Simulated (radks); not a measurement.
The numbers below are computed, except where a source is named.
Initial-state core-level shifts of the holmium ion Ho+ when its valence configuration changes from [Xe] 4f11 6s1. Level of theory: scalar-relativistic Kohn-Sham, LDA (Slater exchange, Perdew-Wang correlation), spin-unpolarised, spherical densities, point nucleus (a radial shooting solver on a logarithmic mesh with Libxc functionals). Shifts are changes of the shell-averaged eigenvalues in eV (positive: less bound).

valence                1s       3d       4d       5p
4f11 5d1           +1.508   +1.535   +1.578   +1.610
4f10 6s2           -8.804  -10.033   -9.439   -5.331
4f10 6s1 6p1      -10.178  -11.391  -10.805   -6.660
4f10 5d1 6s1       -6.615   -7.795   -7.177   -3.202
4f12               +6.227   +7.020   +6.791   +4.237
4f10.5 5d0.5 6s1   -3.176   -3.722   -3.458   -1.605
4f9 6s1 6p2       -21.914  -24.715  -23.099  -13.554
4f11 5d0.5 6s0.5   +0.799   +0.813   +0.835   +0.848
4f8.5 5d2.5 6s1   -18.199  -21.751  -19.497   -7.852
